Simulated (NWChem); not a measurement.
System: Se cation, quartet

NWChem input:

```
start job
memory heap 200 mb stack 900 mb global 1100 mb
charge 1
geometry units angstroms noautoz
  Se     0.000000     0.000000     0.000000
end
basis spherical
  * library def2-svp
end
dft
  odft
  mult 4
  xc m06-l
  grid coarse
  iterations 150
  mulliken
end
task dft gradient
```

Excerpt of the output:

```
             Northwest Computational Chemistry Package (NWChem) 7.3.0
             --------------------------------------------------------

                             Geometry "geometry" -> ""
                             -------------------------

 Output coordinates in angstroms (scale by  1.889725989 to convert to a.u.)

  No.       Tag          Charge          X              Y              Z
 ---- ---------------- ---------- -------------- -------------- --------------
    1 Se                  34.0000     0.00000000     0.00000000     0.00000000

 Effective nuclear repulsion energy (a.u.)       0.0000000000

                                 NWChem DFT Module
                                 -----------------

 Summary of "ao basis" -> "ao basis" (spherical)
 ------------------------------------------------------------------------------
       Tag                 Description            Shells   Functions and Types
 ---------------- ------------------------------  ------  ---------------------
 Se                         def2-svp                12       32   5s4p3d

            General Information
            -------------------
          SCF calculation type: DFT
          Wavefunction type:  spin polarized.
          No. of atoms     :     1
          No. of electrons :    33
           Alpha electrons :    18
            Beta electrons :    15
          Charge           :     1
          Spin multiplicity:     4
          Use of symmetry is: off; symmetry adaption is: off
          Maximum number of iterations: 150
          AO basis - number of functions:    32
                     number of shells:    12
          Convergence on energy requested:  1.00D-06
          Convergence on density requested:  1.00D-05
          Convergence on gradient requested:  5.00D-04

              XC Information
              --------------
                        M06-L Method XC Functional
                         M06-L Exchange Functional  1.000
                       M06-L Correlation Potential  1.000

             Grid Information
             ----------------
          Grid used for XC integration:  coarse
          Radial quadrature: Mura-Knowles
          Angular quadrature: Lebedev.
          Tag              B.-S. Rad. Rad. Pts. Rad. Cut. Ang. Pts.
          ---              ---------- --------- --------- ---------
          Se                  1.15       95           4.0       302
          Grid pruning is: on
          Number of quadrature shells:    95
          Spatial weights used:  Erf1

      Superposition of Atomic Density Guess
      -------------------------------------

 Sum of atomic energies:       -2399.51178524

 Renormalizing density from      34.00 to     33

      Non-variational initial energy
      ------------------------------

 Total energy =   -2355.622396
 1-e energy   =   -3244.669992
 2-e energy   =     889.047596
 HOMO         =      -0.778075
 LUMO         =      -0.778075

     ---------------------------------------------
      Total Density - Mulliken Population Analysis
     ---------------------------------------------

    Atom       Charge   Shell Charges
 -----------   ------   -------------------------------------------------------
    1 Se  34    33.00   2.00  2.00  2.01  1.81  0.19  6.00  6.03  1.85  1.12  8.74  1.24  0.02

     --------------------------------------------
      Spin Density - Mulliken Population Analysis
     --------------------------------------------

    Atom       Charge   Shell Charges
 -----------   ------   -------------------------------------------------------
    1 Se  34     3.00   0.00 -0.00 -0.00  0.00  0.00  0.00 -0.01  1.90  1.11 -0.00  0.00  0.00

   convergence    iter        energy       DeltaE   RMS-Dens  Diis-err
 ---------------- ----- ----------------- --------- --------- ---------
 d= 0,ls=0.0,diis     1  -2400.3946016679 -2.40D+03  2.87D-02  2.47D+00
                                                     3.35D-02  2.71D+00
 d= 0,ls=0.0,diis     2  -2400.4558695697 -6.13D-02  1.43D-02  2.22D+00
                                                     1.47D-02  2.38D+00
 d= 0,ls=0.0,diis     3  -2400.7629201662 -3.07D-01  9.11D-04  1.63D-04
                                                     2.66D-03  3.35D-04
 d= 0,ls=0.0,diis     4  -2400.7632353153 -3.15D-04  2.33D-04  3.48D-05
                                                     5.12D-04  3.01D-05
 d= 0,ls=0.0,diis     5  -2400.7576996571  5.54D-03  2.81D-05  2.74D-05
                                                     9.48D-04  2.72D-03
  Resetting Diis
 d= 0,ls=0.0,diis     6  -2400.7581220147 -4.22D-04  3.85D-06  1.78D-05
                                                     1.11D-04  2.00D-03
 d= 0,ls=0.0,diis     7  -2400.7581667079 -4.47D-05  2.94D-04  1.71D-05
                                                     5.64D-03  1.92D-03
 d= 0,ls=0.0,diis     8  -2400.7592688940 -1.10D-03  5.51D-04  9.20D-05
                                                     1.10D-04  4.70D-05
 d= 0,ls=0.0,diis     9  -2400.7592955294 -2.66D-05  4.77D-05  4.14D-05
                                                     1.28D-04  4.14D-05
 d= 0,ls=0.0,diis    10  -2400.7593019765 -6.45D-06  1.10D-05  1.20D-07
                                                     5.29D-05  2.03D-07
 d= 0,ls=0.0,diis    11  -2400.7593021064 -1.30D-07  4.49D-07  3.54D-11
                                                     3.32D-06  1.15D-09

         Total DFT energy =    -2400.759302106400
      One electron energy =    -3329.880350145707
           Coulomb energy =     1015.937282786925
    Exchange-Corr. energy =      -86.816234747618
 Nuclear repulsion energy =        0.000000000000

 Numeric. integr. density =       33.000000985452

                    DFT Final Alpha Molecular Orbital Analysis
                    ------------------------------------------

 Vector   16  Occ=1.000000D+00  E=-6.181536D-01
              MO Center=  2.8D-14,  3.3D-14,  2.0D-14, r^2= 1.5D+00
   Bfn.  Coefficient  Atom+Function         Bfn.  Coefficient  Atom+Function
  ----- ------------  ---------------      ----- ------------  ---------------
    14      0.473042  1 Se pz                13     -0.367901  1 Se py
    17      0.362876  1 Se pz                16     -0.282221  1 Se py
    11     -0.269302  1 Se pz                12     -0.267063  1 Se px
    10      0.209446  1 Se py                15     -0.204867  1 Se px
     9      0.152039  1 Se px                 8      0.086873  1 Se pz

 Vector   17  Occ=1.000000D+00  E=-6.181536D-01
              MO Center= -1.7D-14, -1.7D-14, -4.0D-14, r^2= 1.5D+00
   Bfn.  Coefficient  Atom+Function         Bfn.  Coefficient  Atom+Function
  ----- ------------  ---------------      ----- ------------  ---------------
    14      0.452850  1 Se pz                13      0.347411  1 Se py
    17      0.347386  1 Se pz                12      0.323535  1 Se px
    16      0.266503  1 Se py                11     -0.257807  1 Se pz
    15      0.248188  1 Se px                10     -0.197781  1 Se py
     9     -0.184188  1 Se px                 8      0.083165  1 Se pz

 Vector   18  Occ=1.000000D+00  E=-6.181536D-01
              MO Center= -4.1D-14, -1.7D-14,  3.5D-14, r^2= 1.5D+00
   Bfn.  Coefficient  Atom+Function         Bfn.  Coefficient  Atom+Function
  ----- ------------  ---------------      ----- ------------  ---------------
    12      0.504425  1 Se px                13     -0.417609  1 Se py
    15      0.386950  1 Se px                16     -0.320352  1 Se py
     9     -0.287169  1 Se px                10      0.237744  1 Se py
     6      0.092637  1 Se px                 7     -0.076693  1 Se py
    14     -0.040008  1 Se pz                17     -0.030691  1 Se pz

 Vector   19  Occ=0.000000D+00  E=-5.339498D-02
              MO Center=  5.8D-14, -1.1D-14,  1.7D-13, r^2= 3.3D+00
   Bfn.  Coefficient  Atom+Function         Bfn.  Coefficient  Atom+Function
  ----- ------------  ---------------      ----- ------------  ---------------
     4      1.977416  1 Se s                  5     -1.940478  1 Se s
     3     -0.527242  1 Se s                  2      0.088222  1 Se s
     1     -0.035846  1 Se s

 Vector   20  Occ=0.000000D+00  E= 6.530932D-02
              MO Center=  9.5D-16,  2.1D-14, -2.5D-14, r^2= 1.4D+00
   Bfn.  Coefficient  Atom+Function         Bfn.  Coefficient  Atom+Function
  ----- ------------  ---------------      ----- ------------  ---------------
    30      0.919283  1 Se d  0              32      0.352898  1 Se d  2
    20     -0.233106  1 Se d  0              31      0.144053  1 Se d  1
    22     -0.089485  1 Se d  2              29      0.076071  1 Se d -1
    28      0.049141  1 Se d -2              21     -0.036528  1 Se d  1

 Vector   21  Occ=0.000000D+00  E= 6.530932D-02
              MO Center= -2.1D-14, -5.4D-15, -1.0D-14, r^2= 1.4D+00
   Bfn.  Coefficient  Atom+Function         Bfn.  Coefficient  Atom+Function
  ----- ------------  ---------------      ----- ------------  ---------------
    32      0.719165  1 Se d  2              29     -0.598236  1 Se d -1
    28     -0.277237  1 Se d -2              30     -0.214960  1 Se d  0
    22     -0.182361  1 Se d  2              19      0.151697  1 Se d -1
    18      0.070300  1 Se d -2              20      0.054508  1 Se d  0

                     DFT Final Beta Molecular Orbital Analysis
                     -----------------------------------------

[...]

                         DFT ENERGY GRADIENTS

    atom               coordinates                        gradient
                 x          y          z           x          y          z
   1 Se      0.000000   0.000000   0.000000    0.000000   0.000000  -0.000000
```

Level: M06-L/def2-SVP, spin-unrestricted. No stability test was run on the SCF state.
